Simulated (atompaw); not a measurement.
# An all-electron radial function and its pseudo partner (Mg (Z = 12))

Columns: radius, all-electron u(r) and pseudo u(r) of the 2s shell (level -79.59 eV) of magnesium in the configuration [He] 2s2 2p6 3s2 3p0; PBEsol, scalar-relativistic, PAW (atompaw) scheme, atompaw 4.2.0.5.

```json
{"r (bohr)": "0.054", "all-electron": "-0.5464", "pseudo": "0.1883"}
{"r (bohr)": "0.108", "all-electron": "-0.4489", "pseudo": "0.3715"}
{"r (bohr)": "0.162", "all-electron": "-0.1209", "pseudo": "0.5445"}
{"r (bohr)": "0.215", "all-electron": "0.2418", "pseudo": "0.7000"}
{"r (bohr)": "0.269", "all-electron": "0.5722", "pseudo": "0.8402"}
{"r (bohr)": "0.323", "all-electron": "0.8342", "pseudo": "0.9587"}
{"r (bohr)": "0.377", "all-electron": "1.0230", "pseudo": "1.0535"}
{"r (bohr)": "0.431", "all-electron": "1.1455", "pseudo": "1.1231"}
{"r (bohr)": "0.485", "all-electron": "1.2127", "pseudo": "1.1677"}
{"r (bohr)": "0.538", "all-electron": "1.2358", "pseudo": "1.1877"}
{"r (bohr)": "0.592", "all-electron": "1.2266", "pseudo": "1.1856"}
{"r (bohr)": "0.646", "all-electron": "1.1931", "pseudo": "1.1633"}
{"r (bohr)": "0.700", "all-electron": "1.1427", "pseudo": "1.1240"}
{"r (bohr)": "0.754", "all-electron": "1.0813", "pseudo": "1.0714"}
{"r (bohr)": "0.808", "all-electron": "1.0133", "pseudo": "1.0090"}
{"r (bohr)": "0.862", "all-electron": "0.9420", "pseudo": "0.9407"}
{"r (bohr)": "0.915", "all-electron": "0.8714", "pseudo": "0.8712"}
{"r (bohr)": "0.969", "all-electron": "0.8005", "pseudo": "0.8005"}
{"r (bohr)": "1.023", "all-electron": "0.7320", "pseudo": "0.7320"}
{"r (bohr)": "1.077", "all-electron": "0.6665", "pseudo": "0.6665"}
{"r (bohr)": "1.131", "all-electron": "0.6050", "pseudo": "0.6050"}
{"r (bohr)": "1.185", "all-electron": "0.5474", "pseudo": "0.5474"}
{"r (bohr)": "1.238", "all-electron": "0.4950", "pseudo": "0.4950"}
{"r (bohr)": "1.292", "all-electron": "0.4458", "pseudo": "0.4458"}
{"r (bohr)": "1.346", "all-electron": "0.4006", "pseudo": "0.4006"}
{"r (bohr)": "1.400", "all-electron": "0.3594", "pseudo": "0.3594"}
```

(1) How many radial nodes do the two functions have?

(2) At about which radius was the pseudo-wave matched?

(3) Is the pseudo-wave norm-conserving?

Answers

(1) The all-electron 2s function has n − l − 1 = 1; the pseudo-wave has 0, since the states of the same l below it are removed with the core.

(2) 1.00 bohr. The columns agree to 0.0005 from 0.92 bohr on; several derivatives are matched, so the curves merge somewhat inside the radius.

(3) No, it belongs to a PAW set: the norm inside the radius is not constrained, and the difference is carried by the augmentation charge.
